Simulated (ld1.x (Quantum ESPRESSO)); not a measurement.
## Hf (Z = 72), TM: configuration errors across variants

Hf (Z = 72), norm-conserving Troullier–Martins (Kleinman–Bylander form), made with ld1.x (Quantum ESPRESSO) 7.5 (PBE, non-relativistic). Core [Xe] 4f14, reference 5d1 6s0 6p0 (charge +3). Waves: 6p (bound, empty): rc 3.15 bohr; 5d (bound): rc 2.80 bohr; 5f channel at 0.05 Ry: rc 2.50 bohr; 6s (bound, empty): rc 2.65 bohr. Local part: the s channel. Core correction: none.

All-electron excitation energies from the reference (eV): (1) 5d2 6s2 6p0 -42.354; (2) 5d2 6s1 6p0 -35.293; (3) 5d2 6s0 6p0 -22.490; (4) 5d3 6s0 6p0 -35.086; (5) 5d2.5 6s1.5 6p0 -41.925; (6) 5d1 6s2 6p1 -39.295; (7) 5d2 6s0 6p1 -31.690.

Errors AE − PS in meV (a dash: test not solved or not reliable):

```csv
change,(1),(2),(3),(4),(5),(6),(7),bound ghosts
base,+1196,+724,+234,+561,+1085,+1293,+559,none
wave 5d (bound): rc 2.80 bohr becomes 5d (bound): rc 1.76 bohr,+1201,+722,+221,+530,+1081,+1303,+552,none
wave 5d (bound): rc 2.80 bohr becomes 5d (bound): rc 2.50 bohr,+1200,+723,+225,+539,+1082,+1301,+554,none
wave 5d (bound): rc 2.80 bohr becomes 5d (bound): rc 2.78 bohr,+1196,+724,+234,+561,+1085,+1293,+559,none
wave 5d (bound): rc 2.80 bohr becomes 5d (bound): rc 3.12 bohr,+1180,+727,+262,+629,+1090,+1258,+571,none
wave 5d (bound): rc 2.80 bohr becomes 5d (bound): rc 3.52 bohr,+1160,+737,+306,+738,+1105,+1198,+592,none
wave 5d (bound): rc 2.80 bohr becomes 5d (bound): rc 3.80 bohr,+1148,+758,+354,+868,+1135,+1135,+619,none
wave 5d (bound): rc 2.80 bohr becomes 5d (bound): rc 4.08 bohr,+1149,+796,+417,+1047,+1192,+1059,+662,none
```

(1) Give the same row for: wave 5d (bound): rc 2.80 bohr becomes 5d (bound): rc 2.28 bohr.

## Answers

(1) +1200, +722, +221, +530, +1080, +1302, +552; bound ghosts: none.
